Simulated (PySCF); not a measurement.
## NiH₄ at several levels of theory

All levels use the PBE0 minimum (singlet; H–H 0.850 Å (×2), Ni–H 1.555 Å (×4); H–H–Ni 74.1° (×4), H–Ni–H 31.7° (×2), H–Ni–H 157.7° (×4)), basis [Ni def2-TZVP, H def2-TZVP], no relativity, density fitting, no spin–orbit coupling, PySCF. For vertical energies the ionised species is a doublet (spins chosen at PBE0 and kept). Atomisation goes to high-spin ground-configuration atoms, without zero-point energy. Open shells are unrestricted, also as the reference of the correlated levels. A dash marks a value that was not computed or is not defined at that level.

```csv
level,atomisation (kJ/mol),vertical IP (eV),−ε(HOMO) (eV),gap (eV)
PBE0,1009,7.37,5.54,5.49
HF,237,3.56,8.10,11.29
MP2,1351,9.97,–,–
PBE,1163,8.20,3.79,2.76
B3LYP,1056,7.68,5.29,4.92
r2SCAN,1087,7.81,3.84,3.08
TPSSh,1119,7.70,4.42,3.94
TPSS,1177,8.07,3.72,2.86
r2SCAN0,958,7.01,5.58,5.72
```
